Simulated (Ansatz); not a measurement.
System: ZrF2, charge 0, multiplicity 3. The spin state was set by rule; other spins were not relaxed. 
Coordinates optimised at B3LYP-D3(BJ)/def2-TZVP (Ansatz, a quantum-chemistry and plane-wave program):
SMILES: [F][Zr][F]
```xyz
3

Zr     0.2137    -0.0001    -0.0501
F     -0.7420     1.3521    -1.0313
F     -0.2075    -1.3518     1.2538
```
Charge 0, spin multiplicity 3.

Basis-set convergence of Hartree-Fock and CCSD correlation energies (hartree) with Ansatz. Cores are frozen in the correlated levels unless marked. Open shells are spin-unrestricted. Spin-orbit coupling is left out. Frozen are the shells of the preceding noble gas and the d and f shells that filled before the atom's block. In def2 rows, elements after Kr have scalar-relativistic effective core potentials.

```
basis        functions       E(HF)  E(corr, CCSD)
-----------  ---------  ----------  -------------
def2-SVPD           80  -245.38016       -0.45939
def2-TZVPPD        136         ___            ___
```

Question: What belongs in the gaps?

Answer: 
- def2-TZVPPD, E(HF): -245.63228
- def2-TZVPPD, E(corr, CCSD): -0.57907
